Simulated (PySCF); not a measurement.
AsO⁻: one state, many levels of theory

State: ³Σ⁻ (triplet), unpaired electrons π ↑↑. Set-up: As aug-cc-pVDZ-DK, O aug-cc-pVDZ-DK; spin-free X2C with a Gaussian nucleus (PySCF 2.14). De refers to As + O⁻ in their high-spin ground configurations, without counterpoise correction. The functionals are run spin-unrestricted. A positive dipole points towards O; it is taken about the centre of mass and depends on that origin.

```csv
Level,Re (Å),ωe (cm⁻¹),De (eV),μ (D),"CPU s a point (SCF and correlation, without the integrals)"
UHF-MP2,1.735,768,n/a,n/a,0.48
UHF-SCS-MP2,1.729,783,n/a,n/a,n/a
UHF-CCSD,1.718,814,n/a,n/a,n/a
UHF-CCSD(T),1.731,779,n/a,n/a,14
LDA,1.712,802,5.90,-1.80,0.54
PBE,1.734,770,4.98,-1.92,0.98
TPSS,1.731,779,4.84,-1.93,0.99
r²SCAN,1.714,808,4.76,-1.92,1
PBE0,1.705,832,4.60,-2.12,1.4
B2PLYP,1.732,766,4.63,-2.68,0.9
```

The bond length runs from 1.705 Å (PBE0) to 1.735 Å (UHF-MP2). De spans 4.60 eV (PBE0, global hybrid GGA) to 5.90 eV (LDA, local density).

Correlated steps freeze 10 core orbitals. Spin–orbit coupling is left out. For an ion De counts to the pair picked by the measured ionisation energies or electron affinities, which need not be the lowest pair at this level. The highest Kohn–Sham level is positive in this anion. Much of that is self-interaction error, but it also means that the finite basis helps to hold the extra electron. B2PLYP dipoles, levels and charges come from its SCF part alone. The state was picked by a PBE0 search and need not be the measured ground state.

The whole job (state search and all levels along the bond) took about 4.2 min on 1 thread of Oxide Virtual Turin-like (shared host), peak memory 0.78 GiB.
